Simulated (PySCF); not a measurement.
A structure optimised at PBE-D3(BJ)/def2-SVP, used in a PySCF frequency run:

```
Bi
H 1 1.8188
Si 1 2.6947 2 89.09
H 3 1.5050 1 112.07 2 43.53
H 3 1.5064 4 108.92 2 99.24
H 3 1.5067 4 108.68 5 117.76
Si 1 2.6947 2 89.09 3 87.44
H 7 1.5050 1 112.07 2 -43.53
H 7 1.5064 8 108.92 4 -154.01
H 7 1.5067 8 108.68 9 -117.76
```

Q: Write its SMILES, formula and point group.

A: [SiH3][BiH][SiH3], BiH₇Si₂, Cs

Q: What are its rotational constants (standard atomic weights)?

A: 2.5027, 2.1301, 1.2018 GHz
